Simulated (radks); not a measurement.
Ta V, configuration [Kr] 4d10 4f14 5s2 5p4 5d1 5f2 (not the ground configuration). Calculated with a radial shooting solver on a logarithmic mesh with Libxc functionals: Dirac Kohn-Sham, revPBE, spin-unpolarised, spherical densities, finite nucleus; open shells fill j = l - 1/2 first; Fermi nuclear charge, rms radius 5.3507 fm. Some entries of the table are withheld. Estimate them.

| orbital | occ. | eigenvalue (Ry) | <r> (bohr) |
|---|---|---|---|
| 1s1/2 | 2 | -4947.734 | (1) |
| 2s1/2 | 2 | -853.2216 | 0.07834 |
| 2p1/2 | 2 | -815.7376 | 0.06487 |
| 2p3/2 | 4 | -722.3805 | 0.07271 |
| 3s1/2 | 2 | -198.7900 | 0.2043 |
| 3p1/2 | 2 | -182.1022 | 0.1942 |
| 3p3/2 | 4 | -162.0005 | 0.2088 |
| 3d3/2 | 4 | (2) | 0.1829 |
| 3d5/2 | 6 | (3) | 0.1874 |
| 4s1/2 | 2 | -43.99952 | 0.4588 |
| 4p1/2 | 2 | -37.11377 | 0.4646 |
| 4p3/2 | 4 | -32.49240 | 0.4976 |
| 4d3/2 | 4 | -21.16865 | 0.5164 |
| 4d5/2 | 6 | -20.31945 | 0.5278 |
| 5s1/2 | 2 | -9.52369 | 1.073 |
| 5p1/2 | 2 | -7.44056 | 1.165 |
| 5p3/2 | 2 | -6.71329 | 1.248 |
| 4f5/2 | 6 | -6.22100 | 0.6204 |
| 4f7/2 | 8 | -6.07289 | 0.6295 |
| 5d3/2 | 1 | (4) | 1.578 |
| 5d5/2 | 0 | (5) | 1.610 |
| 6s1/2 | 0 | -3.14583 | 2.390 |
| 6p1/2 | 0 | -2.57329 | 2.681 |
| 6p3/2 | 0 | -2.42611 | 2.827 |
| 5f5/2 | 2 | -1.55970 | 2.987 |
| 5f7/2 | 0 | -1.55393 | 3.004 |

Answer. 
(1) 1s1/2 <r> (bohr): 0.01867
(2) 3d3/2 eigenvalue (Ry): -133.7920
(3) 3d5/2 eigenvalue (Ry): -129.4123
(4) 5d3/2 eigenvalue (Ry): -3.83463
(5) 5d5/2 eigenvalue (Ry): -3.74694
